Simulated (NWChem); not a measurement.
System: Si2NH6OF; SMILES O[Si@H](N)[SiH2]F

```xyz
11

N     -0.8955    -1.9976    -0.5728
Si     0.0673    -0.9438     0.3888
O      1.6730    -0.7485    -0.0413
Si    -0.7393     1.2554     0.1749
F      0.5918     2.0479    -0.3936
H     -1.1004    -1.7845    -1.5429
H     -0.8501    -3.0005    -0.4258
H      0.0253    -1.5193     1.7609
H      1.8754     0.1236    -0.4013
H     -1.8227     1.4313    -0.8399
H     -1.1624     1.9276     1.4395
```
Atoms are numbered in this order, from 1.

All runs: NWChem. Pople sets run with spherical d functions. Geometry: optimised at PBE0/def2-SVP.

Question: Estimate the computed values for PW6B95/6-31G*. Quantities: highest occupied level (eV); orbital gap (eV); dipole (D).

Answer: 
| Quantity | Value |
|---|---|
| highest occupied level (eV) | -7.53 |
| orbital gap (eV) | 7.24 |
| dipole (D) | 2.07 |
